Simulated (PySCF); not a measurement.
C$_{2}$H$_{11}$FOSi$_{3}$ (SMILES C[Si](C)(O)[SiH2][SiH2]F), singlet, at a GFN2-xTB geometry, with bond 12-5 at 2.4 times its length; CASCI(4,3)/STO-3G (PySCF).

PySCF was given this input:
```python
from pyscf import gto, scf, mcscf
import numpy

mol = gto.Mole()
mol.atom = '''
    Si    2.488781    0.294259    0.243908
    F     2.029653    0.436874   -1.317597
    Si    0.490947    0.003954    1.376171
    Si   -1.300010   -0.153111   -0.112114
    C    -2.983858    0.379021    0.592590
    C    -1.412494   -1.932235   -0.801311
    O    -1.063834    0.910610   -1.332873
    H     3.431545   -0.819627    0.160166
    H     3.268811    1.516574    0.423399
    H     0.356596    1.104267    2.350091
    H     0.621534   -1.186450    2.237606
    H    -3.702557   -1.156289    2.570726
    H    -3.761385    0.334605   -0.164065
    H    -2.945105    1.398818    0.961743
    H    -0.477615   -2.229562   -1.269994
    H    -1.627990   -2.653925   -0.019723
    H    -2.193508   -2.019062   -1.552071
    H    -0.283718    0.886161   -1.881783
'''
mol.basis = 'sto-3g'
mol.charge = 0
mol.spin = 0
mol.verbose = 4
mol.build()

mf = scf.RHF(mol)
mf.kernel()
mc = mcscf.CASCI(mf, 3, 4)
mc.fix_spin_(ss=0.0)
mc.kernel()
occ = numpy.linalg.eigvalsh(mc.fcisolver.make_rdm1(mc.ci, mc.ncas, mc.nelecas))[::-1]
ss = mc.fcisolver.spin_square(mc.ci, mc.ncas, mc.nelecas)[0]
print('natural occupations', occ.round(4), ' <S^2>', round(ss, 4))
```

Problem. What does PySCF print? Leave out banner, timings and long lists.

Solution. 
```
PySCF version 2.14.0

[INPUT] verbose = 4
[INPUT] num. atoms = 18
[INPUT] num. electrons = 82
[INPUT] charge = 0
[INPUT] spin (= nelec alpha-beta = 2S) = 0
[INPUT] symmetry False subgroup None
[INPUT] Mole.unit = angstrom
[INPUT] Symbol           X                Y                Z      unit          X                Y                Z       unit  Magmom
[...]
nuclear repulsion = 549.742638334994
number of shells = 38
number of NR pGTOs = 174
number of NR cGTOs = 58
basis = sto-3g
ecp = {}

******** <class 'pyscf.scf.hf.RHF'> ********
method = RHF
initial guess = minao
damping factor = 0
level_shift factor = 0
DIIS = <class 'pyscf.scf.diis.CDIIS'>
diis_start_cycle = 1
diis_space = 8
diis_damp = 0
SCF conv_tol = 1e-09
SCF conv_tol_grad = None
SCF max_cycles = 50
direct_scf = True
direct_scf_tol = 1e-13
Set gradient conv threshold to 3.16228e-05
Initial guess from minao.
init E= -1109.34278004785
[...]
cycle= 1 E= -1109.50183036438  delta_E= -0.159  |g|= 0.534  |ddm|= 4.68
[...]
cycle= 2 E= -1109.62551193817  delta_E= -0.124  |g|= 0.147  |ddm|= 1.12
[...]
cycle= 3 E= -1109.63302501943  delta_E= -0.00751  |g|= 0.083  |ddm|= 0.35
[...]
cycle= 4 E= -1109.63568329681  delta_E= -0.00266  |g|= 0.0384  |ddm|= 0.186
[...]
cycle= 5 E= -1109.63641534122  delta_E= -0.000732  |g|= 0.00394  |ddm|= 0.0715
[...]
cycle= 6 E= -1109.6364296872  delta_E= -1.43e-05  |g|= 0.00134  |ddm|= 0.0118
[...]
cycle= 7 E= -1109.63643188851  delta_E= -2.2e-06  |g|= 0.000418  |ddm|= 0.00472
[...]
cycle= 8 E= -1109.63643217728  delta_E= -2.89e-07  |g|= 0.000157  |ddm|= 0.00158
[...]
cycle= 9 E= -1109.63643222347  delta_E= -4.62e-08  |g|= 3.26e-05  |ddm|= 0.000775
[...]
cycle= 10 E= -1109.63643222498  delta_E= -1.51e-09  |g|= 7.58e-06  |ddm|= 0.000137
[...]
cycle= 11 E= -1109.63643222504  delta_E= -6.46e-11  |g|= 1.63e-06  |ddm|= 2.82e-05
[...]
Extra cycle  E= -1109.63643222504  delta_E= -2.73e-12  |g|= 7.04e-07  |ddm|= 4.02e-06
converged SCF energy = -1109.63643222504

******** <class 'pyscf.mcscf.casci.CASCI'> ********
CAS (2e+2e, 3o), ncore = 39, nvir = 16
natorb = False
canonicalization = True
sorting_mo_energy = False
******** <class 'pyscf.fci.addons.SpinPenaltyFCISolver'> ********
max. cycles = 200
conv_tol = 1e-08
davidson only = True
linear dependence = 1e-12
level shift = 0.001
max iter space = 12
nroots = 1
pspace_size = 400
spin = None
Density matrix diagonal elements [1.99990139 1.31619447 0.68390414]
CASCI converged
CASCI E = -1109.80876428646  E(CI) = -2.48145582042844  S^2 = 0.0000000
natural occupations [2.     1.3169 0.6831]  <S^2> 0.0
```
